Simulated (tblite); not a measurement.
A geometry optimisation, step by step.

Compound: C₃H₉PSi₂.
SMILES with atom numbers: `[CH:1]#[C:2][SiH2:3][PH:4][SiH2:5][CH3:6]` (hydrogens: H7 on C1; H8, H9 on Si3; H10 on P4; H11, H12 on Si5; H13, H14, H15 on C6)

Computed with GFN2-xTB (tblite), gas phase: L-BFGS steps from a force-field or distance-geometry start until the largest atomic force falls under 0.01 eV/Å. 5 of its 132 geometries are shown.

Step 0: E = -459.3782 eV, largest atomic force 2.382 eV/Å
```
atom  x, y, z in Å  |  force x, y, z in eV/Å
C1      4.274    1.305   -0.276   -1.540  -1.124   0.241
C2      3.323    0.553   -0.123    1.830   1.497  -0.287
Si3     1.935   -0.606    0.162    0.051  -0.504  -0.064
P4      0.057    0.401   -0.387    0.071   1.384   0.265
Si5    -1.742   -0.799   -0.050    0.038  -0.791  -0.483
C6     -3.198    0.376   -0.141    0.216   0.683  -0.301
H7      5.072    1.979   -0.410   -0.021  -0.056  -0.013
H8      2.205   -1.820   -0.600    0.048  -0.198  -0.204
H9      1.924   -0.998    1.584   -0.207   0.201  -0.100
H10     0.084    1.142   -1.595    0.042  -0.994   0.567
H11    -1.702   -1.393    1.281    0.260   0.021   0.172
H12    -1.897   -1.928   -0.996   -0.007   0.107   0.045
H13    -2.970    1.244    0.534   -0.588  -0.709  -0.766
H14    -4.089   -0.170    0.190    0.135   0.611  -0.276
H15    -3.280    0.723   -1.207   -0.329  -0.126   1.205
```

Step 33: E = -460.0070 eV, largest atomic force 0.086 eV/Å
```
atom  x, y, z in Å  |  force x, y, z in eV/Å
C1      4.239    1.294   -0.287    0.005   0.002  -0.024
C2      3.334    0.524   -0.101   -0.009  -0.029  -0.013
Si3     1.886   -0.593    0.173   -0.031  -0.012   0.009
P4      0.085    0.688   -0.169    0.015   0.027  -0.052
Si5    -1.644   -0.724   -0.008   -0.009   0.036  -0.026
C6     -3.194    0.364   -0.159   -0.001  -0.030   0.018
H7      5.035    1.961   -0.457    0.016   0.006   0.013
H8      1.987   -1.744   -0.732    0.013  -0.004  -0.036
H9      1.879   -1.047    1.566   -0.017   0.009   0.035
H10     0.158    0.659   -1.551   -0.003   0.004   0.086
H11    -1.593   -1.391    1.299    0.024   0.032  -0.014
H12    -1.646   -1.758   -1.051    0.015  -0.029  -0.008
H13    -3.112    1.229    0.496   -0.033  -0.014   0.004
H14    -4.085   -0.190    0.119   -0.014   0.026  -0.008
H15    -3.333    0.735   -1.171    0.027  -0.025   0.018
```

Step 66: E = -460.0192 eV, largest atomic force 0.038 eV/Å
```
atom  x, y, z in Å  |  force x, y, z in eV/Å
C1      4.299    1.188   -0.317    0.000   0.006  -0.006
C2      3.347    0.472   -0.148   -0.004   0.021   0.013
Si3     1.830   -0.542    0.152    0.029  -0.012   0.003
P4      0.081    0.826   -0.114   -0.037  -0.004   0.006
Si5    -1.591   -0.655    0.038    0.018  -0.006  -0.023
C6     -3.221    0.289   -0.182   -0.010   0.015  -0.011
H7      5.136    1.808   -0.466    0.000  -0.018  -0.010
H8      1.839   -1.687   -0.768    0.009  -0.008  -0.027
H9      1.826   -1.006    1.542   -0.002   0.003   0.016
H10     0.121    0.845   -1.494    0.013   0.003   0.007
H11    -1.505   -1.260    1.371   -0.012  -0.006   0.012
H12    -1.499   -1.727   -0.965    0.008   0.002   0.015
H13    -3.299    1.101    0.535   -0.005   0.008   0.024
H14    -4.074   -0.367   -0.042   -0.010  -0.008   0.007
H15    -3.295    0.724   -1.175    0.000   0.005  -0.025
```

Step 98: E = -460.0221 eV, largest atomic force 0.036 eV/Å
```
atom  x, y, z in Å  |  force x, y, z in eV/Å
C1      4.322    1.167   -0.355   -0.032  -0.008  -0.014
C2      3.355    0.483   -0.145    0.021   0.028  -0.004
Si3     1.841   -0.531    0.168   -0.013   0.030   0.001
P4      0.072    0.830   -0.024    0.017  -0.001   0.001
Si5    -1.602   -0.652    0.067   -0.004   0.000   0.028
C6     -3.232    0.279   -0.213    0.006  -0.003  -0.007
H7      5.169    1.764   -0.545   -0.005  -0.010   0.014
H8      1.843   -1.636   -0.798   -0.006  -0.029  -0.006
H9      1.859   -1.031    1.546    0.007  -0.009   0.004
H10     0.111    0.911   -1.401    0.002   0.005   0.008
H11    -1.564   -1.257    1.404   -0.005   0.014  -0.006
H12    -1.470   -1.730   -0.924    0.007  -0.012  -0.016
H13    -3.360    1.079    0.511    0.016  -0.012  -0.002
H14    -4.079   -0.395   -0.120   -0.008   0.009  -0.004
H15    -3.268    0.726   -1.204   -0.003  -0.002   0.003
```

Step 131: E = -460.0266 eV, largest atomic force 0.007 eV/Å
```
atom  x, y, z in Å  |  force x, y, z in eV/Å
C1      4.231    1.188   -0.500   -0.002  -0.007  -0.001
C2      3.309    0.470   -0.217    0.004   0.006   0.001
Si3     1.850   -0.581    0.217    0.002  -0.001  -0.004
P4      0.076    0.780    0.300   -0.002  -0.001  -0.003
Si5    -1.611   -0.680    0.147    0.002   0.001   0.002
C6     -3.174    0.287   -0.326    0.002   0.001   0.000
H7      5.045    1.808   -0.747   -0.004   0.001   0.001
H8      1.745   -1.641   -0.796    0.001  -0.001   0.002
H9      2.030   -1.153    1.555   -0.001   0.000   0.003
H10     0.099    1.106   -1.042   -0.001   0.000   0.002
H11    -1.744   -1.290    1.474   -0.002   0.000  -0.002
H12    -1.375   -1.750   -0.835    0.002   0.000  -0.002
H13    -3.351    1.101    0.372   -0.002   0.001   0.001
H14    -4.048   -0.358   -0.317   -0.002   0.000   0.001
H15    -3.089    0.720   -1.319    0.002  -0.001   0.001
```

Question: Summarise the path.

Answer: The energy falls by 62.56 kJ/mol from step 0 to step 131; nine tenths of that is first reached at step 14. It falls at every step. The largest force goes from 2.382 to 0.007 eV/Å. Among the bonds P4–Si5 changes most, from 2.189 to 2.236 Å; the atoms move by 0.408 Å rms after alignment.

Question: Follow the three bonds and two angles with the largest change from start to end.

Answer: 
```
step  E above end (kJ/mol)  largest force (eV/Å)  P4–Si5 (Å)  Si3–P4 (Å)  C6–H15 (Å)  Si3–P4–H10 (°)  Si5–P4–H10 (°)
   0                 62.56                 2.382       2.189       2.200       1.124           115.8           115.7
   6                 16.72                 0.537       2.252       2.254       1.084           104.6           103.6
  11                  8.61                 0.273       2.247       2.235       1.087            98.9            98.5
  17                  3.84                 0.210       2.228       2.232       1.089            96.6            96.7
  23                  2.36                 0.082       2.242       2.239       1.087            95.6            95.4
  28                  2.17                 0.075       2.240       2.237       1.087            95.0            95.1
  34                  1.81                 0.105       2.237       2.236       1.087            95.9            95.7
  40                  1.41                 0.067       2.237       2.240       1.087            95.4            95.4
  46                  1.26                 0.035       2.238       2.237       1.087            95.4            96.4
  51                  1.17                 0.080       2.236       2.240       1.087            95.4            96.3
  57                  0.95                 0.073       2.238       2.236       1.087            95.8            96.2
  63                  0.79                 0.039       2.236       2.236       1.087            96.0            95.7
  68                  0.67                 0.024       2.238       2.240       1.087            96.0            95.8
  74                  0.59                 0.025       2.239       2.236       1.087            95.8            95.9
  80                  0.54                 0.036       2.237       2.239       1.087            95.7            95.9
  85                  0.52                 0.045       2.239       2.238       1.087            95.6            95.9
  91                  0.49                 0.029       2.238       2.238       1.087            95.8            95.8
  97                  0.45                 0.045       2.238       2.239       1.087            95.7            95.7
 103                  0.35                 0.060       2.240       2.237       1.087            95.8            95.9
 108                  0.22                 0.041       2.238       2.240       1.087            95.4            95.9
 114                  0.10                 0.013       2.237       2.239       1.087            95.4            96.0
 120                  0.05                 0.021       2.237       2.238       1.087            95.5            95.6
 125                  0.03                 0.025       2.236       2.239       1.087            95.5            95.7
 131                  0.00                 0.007       2.236       2.238       1.087            95.4            95.7
```

What follows is the cost of the whole relaxation. Time: 1.6 s wall. Hardware: one thread of an Arm Neoverse N1, no GPU (shared host).
